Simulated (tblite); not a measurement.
Compound: C6H8O2Si2.
Atom-mapped SMILES: `[CH:1]#[C:2][Si@H:3]1[CH:4]=[C:5]([C:6]([CH3:7])=[O:8])[SiH2:9][O:10]1` (hydrogens: H11 on C1; H12 on Si3; H13 on C4; H14, H15, H16 on C7; H17, H18 on Si9)

Structure optimised with GFN2-xTB, isolated species.

Q: List the bond lengths, angles and torsions at this level.

A: 
```json
{"bond": "C1≡C2", "length (Å)": "1.202"}
{"bond": "C2–Si3", "length (Å)": "1.849"}
{"bond": "Si3–C4", "length (Å)": "1.896"}
{"bond": "C4=C5", "length (Å)": "1.340"}
{"bond": "C5–C6", "length (Å)": "1.467"}
{"bond": "C6–C7", "length (Å)": "1.508"}
{"bond": "C6=O8", "length (Å)": "1.215"}
{"bond": "C5–Si9", "length (Å)": "1.898"}
{"bond": "Si9–O10", "length (Å)": "1.650"}
{"bond": "Si3–O10", "length (Å)": "1.638"}
{"bond": "C1–H11", "length (Å)": "1.053"}
{"bond": "Si3–H12", "length (Å)": "1.458"}
{"bond": "C4–H13", "length (Å)": "1.081"}
{"bond": "C7–H14, C7–H15, C7–H16", "length (Å)": "1.088"}
{"bond": "Si9–H17", "length (Å)": "1.455"}
{"bond": "Si9–H18", "length (Å)": "1.455"}
```

Bonds in one row agree within 0.01 Å and their mean is given. A selection of angles:
```json
{"angle": "C2–C1–H11", "degrees": "179.6"}
{"angle": "C1–C2–Si3", "degrees": "179.0"}
{"angle": "C2–Si3–C4", "degrees": "110.7"}
{"angle": "C2–Si3–O10", "degrees": "110.5"}
{"angle": "C2–Si3–H12", "degrees": "113.6"}
{"angle": "C4–Si3–O10", "degrees": "97.3"}
{"angle": "C4–Si3–H12", "degrees": "115.5"}
{"angle": "O10–Si3–H12", "degrees": "108.0"}
{"angle": "Si3–C4–C5", "degrees": "112.3"}
{"angle": "Si3–C4–H13", "degrees": "125.0"}
{"angle": "C5–C4–H13", "degrees": "122.8"}
{"angle": "C4–C5–C6", "degrees": "127.8"}
{"angle": "C4–C5–Si9", "degrees": "114.6"}
{"angle": "C6–C5–Si9", "degrees": "117.7"}
{"angle": "C5–C6–C7", "degrees": "118.6"}
{"angle": "C5–C6–O8", "degrees": "119.1"}
{"angle": "C7–C6–O8", "degrees": "122.3"}
{"angle": "C6–C7–H14", "degrees": "109.7"}
{"angle": "H14–C7–H15", "degrees": "108.4"}
{"angle": "H14–C7–H16", "degrees": "109.5"}
{"angle": "C5–Si9–O10", "degrees": "95.9"}
{"angle": "C5–Si9–H17", "degrees": "113.7"}
{"angle": "C5–Si9–H18", "degrees": "113.7"}
{"angle": "O10–Si9–H17", "degrees": "106.7"}
{"angle": "O10–Si9–H18", "degrees": "107.3"}
{"angle": "H17–Si9–H18", "degrees": "116.9"}
{"angle": "Si3–O10–Si9", "degrees": "120.0"}
```

Torsions: C2–Si3–C4–C5 115° (anticlinal); Si3–C4–C5–C6 180° (antiperiplanar); C4–C5–C6–C7 3° (synperiplanar); C4–C5–Si9–O10 0° (synperiplanar); C5–Si9–O10–Si3 0° (synperiplanar); C2–Si3–O10–Si9 -115° (anticlinal).

Of the pairs four or more bonds apart, C7···H13 is among the closest relative to their van der Waals radii: 2.76 Å, 95 % of the sum of Bondi's values. The 4 C–C bonds span 1.202 Å (C1≡C2, drawn triple) to 1.508 Å (C6–C7, drawn single), a spread of 0.306 Å. Si3 (oxygen-bound silicon) is distorted tetrahedral (angles from 97.3° to 115.5°). The C–Si distances run from 1.849 Å (C2–Si3, drawn single) to 1.898 Å (C5–Si9, drawn single), a spread of 0.049 Å. The 5-membered ring Si3–C4–C5–Si9–O10 has internal angles of 95.9° to 120.0° (sum 540°, against 540° for a flat polygon); it is planar, 0.00 Å rms from its mean plane, widest ring torsion 0°. Si9 (oxygen-bound silicon) has angles from 95.9° to 116.9°.

Point group: C1 (no symmetry element, even within 0.4 Å). Its GFN2-xTB frequencies are all real (lowest 22 cm⁻¹). The numbers are those of one conformer. 3 starts were optimised and ended at 0.00, 0.01 and 0.04 kcal/mol (GFN2-xTB); the lowest of these is shown.

The numbers are calculated, not measured.
